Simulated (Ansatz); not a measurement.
```xyz
12

C     0.899   -0.197    1.464
C     0.555    0.667    0.275
O    -0.710    0.306   -0.254
B    -0.832   -0.282   -1.469
O    -2.060   -0.630   -1.926
H     1.849    0.121    1.901
H     0.125   -0.122    2.231
H     0.990   -1.245    1.170
H     1.322    0.580   -0.502
H     0.495    1.718    0.570
H     0.121   -0.506   -2.162
H    -2.755   -0.409   -1.298
```

Charge 0, multiplicity 1.

Task: List the B3LYP/def2-TZVPP orbital energies in eV (Ansatz). (Estimate.)

Result: The calculation gave: Occupied: -520.87, -520.74, -278.36, -276.74, -184.40, -28.57, -27.66, -20.80, -17.32, -15.34, -14.38, -13.32, -12.11, -11.30, -10.87, -10.13, -10.04, -9.80, -8.81, -8.33. Lowest empty: 0.62, 0.89, 1.06, 2.05, 2.23, 2.80, 2.95, 3.03.

B3LYP here is the variant with VWN-RPA as its local correlation; programs differ in this.
